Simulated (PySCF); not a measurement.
SMILES [GeH]([Cl])([Cl])[CH]=C, singlet (PBE0/def2-SVP optimised geometry):

```
9

Ge     0.189     0.132     0.000
Cl    -0.469    -0.762    -1.851
Cl    -0.432     2.200     0.000
C     -0.674    -0.784     1.456
C     -1.496    -1.818     1.270
H      1.722     0.132     0.000
H     -0.468    -0.411     2.466
H     -1.980    -2.324     2.113
H     -1.722    -2.200     0.268
```

Method: PBE0/def2-TZVP (PySCF 2.14.0).

### Question
What are the frontier orbital energies and the dipole moment?

### Answer
HOMO-2 -9.06 eV, HOMO-1 -8.79 eV, HOMO -8.60 eV, LUMO -1.20 eV, LUMO+1 -0.29 eV; dipole moment 2.73 D.

On the same geometry PySCF with PBE/def2-TZVP gives HOMO-2 -7.66 eV, HOMO-1 -7.48 eV, HOMO -7.38 eV, LUMO -2.17 eV, LUMO+1 -1.30 eV; dipole moment 2.62 D.

Meta-Löwdin charges at PBE0/def2-TZVP: Ge1 0.79, Cl2 -0.31, Cl3 -0.31, C4 -0.33, C5 -0.20, H6 -0.05, H7 0.14, H8 0.13, H9 0.13.
